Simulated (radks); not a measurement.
Question: These are the eigenvalues of the occupied orbitals of an atom or ion with whole-number occupations (eV). All-electron calculation, Dirac Kohn-Sham, LB94 model potential, spin-unpolarised, spherical densities, finite nucleus; Fermi nuclear charge, rms radius of each element as measured or else 0.836 A^(1/3) + 0.57 fm. Program: a radial shooting solver on a logarithmic mesh with Libxc functionals.

orbital  eigenvalue
1s1/2     -78160.45
2s1/2     -15272.46
2p1/2     -14727.60
2p3/2     -13085.93
3s1/2     -4990.808
3p1/2     -4747.725
3p3/2     -4379.112
3d3/2     -3977.413
3d5/2     -3896.728
4s1/2     -2307.374
4p1/2     -2203.277
4p3/2     -2085.884

Which element is it, and in what charge state? The configuration may be excited. Open shells, if any, fill j = l - 1/2 first.

Answer: Z = 77, iridium, charge +41: Ir41+ in [Kr]. The list shows which subshells hold electrons but not how many an open one holds; the 1s level, -2872.3 hartree, gives Z - s = 75.8 by -(Z - s)^2/2, which with screening and relativity narrows Z to a few neighbours, and the depths of the outer levels then fix element, charge and occupations together.
